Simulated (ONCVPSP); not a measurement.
## What one change does to a pseudopotential (In, ONCV)

ONCVPSP 4.0.1 input, shortened (lines: element, Z, core and valence counts, functional; n l f; lmax; l rc ep ncon nbas qcut; lloc lpopt rc5 dvloc0; l nproj debl; icmod fcfact rcfact), PBE, fully relativistic:

```
  In 49.00    8    2        4      upf
    1    0    2.00
    2    0    2.00
    2    1    6.00
    3    0    2.00
    3    1    6.00
    3    2   10.00
    4    0    2.00
    4    1    6.00
    4    2   10.00
    5    0    1.50
    2
    0    2.15    0.00    4    8    3.30
    1    2.30    0.11    4    7    3.40
    2    1.00    0.00    4    7   10.00
    4    5    0.75    0.00
    0    2    1.30
    1    2    0.40
    2    2    1.90
    0    0.00    0.00
```

Open shells are filled in proportion to 2j + 1.

In the p channel the program set the typed energies aside and used 0.050, 0.450 Ha (j = l + 1/2; the other j can differ).

All-electron outer shells of the reference configuration (PBE, scalar-relativistic, ld1.x):

| shell | level (eV) | outermost node (bohr) | outermost maximum (bohr) |
| --- | --- | --- | --- |
| 4p | -90.76 | 0.42 | 0.82 |
| 4d | -31.18 | 0.40 | 0.94 |
| 5s | -19.21 | 1.02 | 2.08 |

Change: s: debl 2.4.

Cutoffs: the cutoffs (Ha) at which the residual kinetic energy of the hardest occupied pseudo-wave falls to 1 and 0.1 mHa per electron; they do not see the model core or the augmentation charge, which bear on the density cutoff. Errors are all-electron minus pseudo energies relative to the spin-unpolarised reference configuration.

**Question.** Predict the effect on cutoff, ghosts and configuration errors.

**Answer.** The potential gets neither clearly harder nor softer (43 Ha and 54 Ha → 43 Ha and 54 Ha); both files keep a bound ghost (p, s); the lowest positive-energy flag moves from s at 25.6 eV to s at 44.9 eV; the errors of the 3 common tests hardly move; the range in which the s phases agree widens (upper end 0.9 → 3.2).

| quantity | base | changed |
| --- | --- | --- |
| cutoff, loose | 43 Ha | 43 Ha |
| cutoff, tight | 54 Ha | 54 Ha |
| bound ghosts | s, p3/2, p1/2 | s, p3/2, p1/2 |
| GHOST(+) flags under 300 eV | s at 25.6 eV | s at 44.9 eV |
| tests with a reliable result | 3 of 4 | 3 of 4 |
| error for 4d10 5s2, meV [ΔE -8.52 eV] | +2.2 | +2.3 |
| error for 4d10 5s1, meV [ΔE 10.71 eV] | +3.7 | +3.7 |
| error for 4d9 5s0, meV [ΔE 95.41 eV] | +136 | +136 |
| s: phases at 2.19 bohr within 0.05 rad from the reference energy up to (Ha; the scan ends near 5) | 0.9 | 3.2 |
| p3/2: phases at 2.34 bohr within 0.05 rad from the reference energy up to (Ha; the scan ends near 5) | 2.4 | 2.4 |
| p1/2: phases at 2.34 bohr within 0.05 rad from the reference energy up to (Ha; the scan ends near 5) | 2.2 | 2.2 |
| d5/2: phases at 1.02 bohr within 0.05 rad from the reference energy up to (Ha; the scan ends near 5) | to the end of the scan | to the end of the scan |
| d3/2: phases at 1.02 bohr within 0.05 rad from the reference energy up to (Ha; the scan ends near 5) | to the end of the scan | to the end of the scan |

 A true bound ghost makes a file unfit for plane-wave use even where its test errors are small: the radial tests pick states by their node count and pass the ghost by.
